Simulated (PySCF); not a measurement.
Compound: C5H9NOSi.
SMILES with atom numbers: `[CH3:1][c:2]1[cH:3][cH:4][c:5]([NH:6][SiH3:7])[o:8]1`

Structure used (GFN2-xTB), in Å, numbered top down from 1:
```
atom  x, y, z in Å
C1    -3.1367   -0.2561   -0.1158
C2    -1.6612   -0.4214   -0.0386
C3    -0.8706   -1.5133    0.1228
C4     0.4760   -1.0588    0.1013
C5     0.4057    0.2913   -0.0719
N6     1.3816    1.2475   -0.1672
Si7    3.0820    0.9566   -0.2545
O8    -0.8802    0.6952   -0.1587
H9    -3.4341    0.0907   -1.1059
H10   -3.6178   -1.2091    0.0824
H11   -3.4792    0.4773    0.6134
H12   -1.2005   -2.5252    0.2434
H13    1.3642   -1.6460    0.2012
H14    0.9981    2.1718   -0.2820
H15    3.5275    0.2917    0.9722
H16    3.6368    2.3010   -0.3850
H17    3.4012    0.1187   -1.4140
```

Definitions: NICS(0) = −σiso at the ring centroid; NICS(1) = −σiso and NICS(1)zz = −σzz at ±1 Å along the ring normal z. Level: GIAO PBE0/pcSseg-1 (PySCF, non-relativistic, gas phase) on the GFN2-xTB geometry, one conformer.

Ring bond lengths (Å), with Mayer bond orders in brackets: C2–C3 1.358 (1.61), C3–C4 1.421 (1.23), C4–C5 1.363 (1.57), C5–O8 1.351 (1.07), O8–C2 1.368 (0.99).

Task: Give the NICS values of each ring in ppm.

Result: 
```
          ring                                               type  NICS(0)  NICS(1), two faces  NICS(1)zz, two faces  rms pucker (Å)  centre to ring atoms, mean (Å)
C2–C3–C4–C5–O8  5-membered ring with O; formal bonds all aromatic    -10.8         -8.4 / -8.4         -20.2 / -20.1            0.00                            1.17
```

Task: What can be read from them?

Result: 
- C2–C3–C4–C5–O8: mean NICS(1)zz -20.2 ppm, shielded, aromatic by this magnetic criterion (flat ring, no four-coordinate atom).

Task: How equal are the bonds by HOMA? HOMA takes Krygowski's 1993 parameters.

Result: 
- C2–C3–C4–C5–O8: HOMA 0.30; the largest term is that of O8–C2, α(R − Ropt)² = 1.67. The geometric and the magnetic index disagree.

Task: What is the mean of the two in-plane components of NICS at the second NICS(1) probe listed for ring C2–C3–C4–C5–O8, 1 Å off the ring?

Result: The isotropic value is a third of the trace: (3 × -8.4 − (-20.1))/2 = -2.6 ppm.

Task: What are the shieldings of the ring atoms and their hydrogens in the same run (means over atoms taken as equivalent)?

Result: 
```tsv
atoms	environment	σ isotropic (ppm)	principal values of the symmetric part, first atom (ppm)
C2	substituted aromatic carbon	41.3	-32.2, 61.5, 94.7
C3	aromatic CH carbon	71.6	-11.2, 76.7, 149.4
C4	aromatic CH carbon	101.3	43.8, 97.9, 162.3
C5	aromatic carbon bearing nitrogen	26.5	-46.9, 40.2, 86.1
O8	furan-type oxygen	49.3	-34.3, -2.5, 184.7
H12	aromatic hydrogen	25.61	23.4, 26.4, 27.1
H13	aromatic hydrogen	26.55	23.1, 27.6, 29.0
```
